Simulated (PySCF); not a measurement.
Input of a response calculation (the driver script's job line, then coordinates in Å):

```
{"job": {"kind": "uv", "xc": "B3LYP", "basis": "def2-SVPD", "ip": true}, "charge": 0, "multiplicity": 1}
F      2.375011     2.165161    -1.018883
C      1.501141     1.692894    -0.128374
F      0.712472     2.704520     0.249387
F      2.196282     1.314851     0.947513
P      0.458279     0.329990    -0.939237
Si     2.045513    -1.299982    -0.883143
P     -0.647221    -0.302096     0.913603
Si    -2.372330     1.160903     0.619534
P     -1.709106    -1.992079    -0.123168
H      2.467566    -1.637408     0.507045
H      1.415552    -2.490973    -1.525633
H      3.203660    -0.837299    -1.701000
H     -1.962527     2.492646     1.145849
H     -2.762377     1.260288    -0.818470
H     -3.518675     0.636444     1.424103
H     -0.804951    -2.995808     0.346847
H     -2.603047    -2.189689     0.974986
```

The program printed, after the SCF cycles:

```
converged SCF energy = -1944.8616893102

Static polarisability (au): isotropic 157.232, principal 122.049 164.950 184.696

Singlet excitations
state   eV       nm        f      main configurations
  1   4.3911    282.4   0.02519   H->L 0.97
  2   4.7632    260.3   0.02767   H->L+1 0.97
  3   5.1383    241.3   0.00233   H->L+2 0.91
  4   5.1612    240.2   0.04586   H->L+3 0.78, H->L+4 0.13
  5   5.3360    232.4   0.01218   H->L+4 0.78, H->L+3 0.14
  6   5.5040    225.3   0.00966   H-1->L 0.95
  7   5.8924    210.4   0.03943   H->L+5 0.88
  8   6.0086    206.3   0.06045   H-1->L+1 0.80, H->L+5 0.09
  9   6.1812    200.6   0.01112   H->L+6 0.78
 10   6.2452    198.5   0.02916   H-2->L 0.35, H-1->L+3 0.32, H->L+6 0.12

Triplet excitations (Tamm-Dancoff, eV): 3.7767 4.0931 4.6226 4.7469
Vertical ionisation energy (delta-SCF) = 8.3681 eV
Vertical electron affinity (delta-SCF) = -0.2202 eV
```

Computed with TDDFT B3LYP/def2-SVPD, vertical, gas phase, core orbitals frozen in the response in PySCF. Isolated species at its PBE0-D3(BJ)/def2-SVP geometry (one conformer only).

Question: Give the energy of state 5 in hartree, cm⁻¹ and kJ/mol.

Answer: 0.19609 hartree, 43038 cm⁻¹, 514.8 kJ/mol.

Question: Which orbital energies lie behind H and L?

Answer: HOMO -6.62 eV and LUMO -1.34 eV, a gap of 5.29 eV; state 1 differs from that by -0.90 eV.

Question: What is the polarisability anisotropy, √(½[(α1 − α2)² + (α2 − α3)² + (α3 − α1)²])?

Answer: 55.48 au.

Question: How many basis functions and electrons does this run hold?

Answer: 273 basis functions for 114 electrons in 57 doubly occupied orbitals.

Question: What share of the summed oscillator strength falls to the strongest level in this window?

Answer: State 8 at 206 nm: 0.0604 of 0.2631, or 23%.

Question: Which species is it?

Answer: `FC(F)(F)P(P(P)[SiH3])[SiH3]` (CH8F3P3Si2), point group C1.

H and L stand for HOMO and LUMO.
